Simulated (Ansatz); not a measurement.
Program: Ansatz. Geometries: PBE0-D4/def2-TZVP. ΔE: electronic, gas phase. CCSD(T)/CBS adds triple-zeta CCSD(T) − MP2 to the extrapolated MP2 energy (def2 sets, frozen cores). DFT in def2-TZVPP. B3LYP here is the variant with VWN-RPA as its local correlation; programs differ in this. HSE06 is defined as in plane-wave codes. For As, Ga outer-core shells are correlated without core-valence functions, which leaves a few kJ/mol of doubt a bond. Scalar relativity is left out up to krypton.

Reaction (ligand exchange at a Ga–C bond): `C=[C](F)[GaH2]` + arsine → `[GaH2][AsH2]` + `C=CF`

```tsv
level	ΔE (kJ/mol)	difference from CCSD(T)/CBS
r2SCAN-D4	-67.7	-2.7
B97M-V	-61.5	3.5
r2SCANh-D4	-69.3	-4.3
r2SCAN0-D4	-71.6	-6.6
revPBE	-69.3	-4.3
r2SCAN	-68.0	-3.0
PBE0	-72.3	-7.3
B3LYP	-67.5	-2.5
r2SCANh	-69.6	-4.6
HSE06	-72.6	-7.6
LC-ωPBE	-65.4	-0.4
HF/def2-QZVPP	-69.9	-4.9
MP2/def2-QZVPP	-67.0	-2.0
SCS-MP2/def2-QZVPP	-64.0	1.0
HF/CBS(def2)	-69.8	-4.8
MP2/CBS(def2)	-67.7	-2.7
CCSD(T)/CBS	-65.0	0
```

Largest T1 diagnostic among the species: 0.013.

Leaving LDA and LC-ωPBE aside and taking each functional with its dispersion term where it has one, the values, not all of them listed here, spread over 10.4 kJ/mol, from HSE06-D4 to B97M-V. From BLYP to BHLYP (50 % exact exchange), in def2-TZVPP and without D4, ΔE moves by −4.9 kJ/mol.
